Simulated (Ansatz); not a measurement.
A nudged elastic band was laid between two geometries of C$_{2}$H$_{6}$O$_{2}$Si (11 atoms, charge 0, multiplicity 1).

The calculation used RHF/cc-pVDZ (Ansatz).

```
movable images  : 7
climbing image  : yes
spring          : 5.0 eV/Å²
optimiser       : quadratic models (default)
start path      : IDPP
force threshold : 0.05 eV/Å
iteration limit : 10
end points      : relaxed
```

First end point:

```xyz
11
Properties=species:S:1:pos:R:3
O -1.113 2.146 0.372
C 0.022 2.036 0.018
Si 0.805 0.281 -0.233
C -0.553 -0.981 0.160
O 0.000 -2.265 -0.026
H 0.621 2.954 -0.163
H 1.971 0.154 0.680
H 1.279 0.176 -1.638
H -1.411 -0.806 -0.498
H -0.902 -0.831 1.187
H -0.654 -2.921 0.161
```

Last end point:

```xyz
11
Properties=species:S:1:pos:R:3
O -0.895 2.075 0.727
C 0.247 1.807 0.511
Si 0.668 0.315 -0.654
C -0.530 -1.091 -0.228
O -0.172 -1.539 1.061
H 1.045 2.427 0.968
H 2.085 -0.092 -0.470
H 0.462 0.781 -2.053
H -0.469 -1.897 -0.969
H -1.551 -0.696 -0.251
H -0.824 -2.146 1.380
```

What changes between the two ends?

No bond is made or broken. The dihedral H7–Si3–C4–O5 goes from -62 to 52°.

Give the energies along the band, and the barrier.

The run converged. The highest image is number 4 of 0 to 8, 6.9 kJ/mol above the first end and 6.0 kJ/mol above the last; the last end lies 0.9 kJ/mol above the first. Another band between the same ends (7 images) ends at a top of the same energy, where a vibrational analysis finds 1 clearly imaginary mode.

| image | path coordinate (Å) | energy (kJ/mol) | dihedral H7–Si3–C4–O5 (°) |
| --- | --- | --- | --- |
| 0 | 0.00 | 0.0 | -62 |
| 1 | 0.51 | 1.1 | -48 |
| 2 | 1.01 | 3.5 | -33 |
| 3 | 1.52 | 6.0 | -18 |
| 4 | 2.03 | 6.9 | -2 |
| 5 | 2.52 | 6.0 | 13 |
| 6 | 3.01 | 3.8 | 27 |
| 7 | 3.50 | 1.7 | 41 |
| 8 | 3.99 | 0.9 | 52 |

What is the geometry of the highest image?


```xyz
11
Properties=species:S:1:pos:R:3
O -0.936 2.090 0.789
C 0.152 1.972 0.314
Si 0.721 0.294 -0.480
C -0.593 -1.027 -0.074
O 0.037 -2.079 0.622
H 0.838 2.845 0.312
H 2.057 -0.058 0.060
H 0.841 0.549 -1.943
H -1.069 -1.383 -0.994
H -1.369 -0.545 0.530
H -0.614 -2.714 0.883
```

Run time: 110 s on 1 thread of Arm Neoverse V2, on a shared host, peak memory 0.2 GiB.
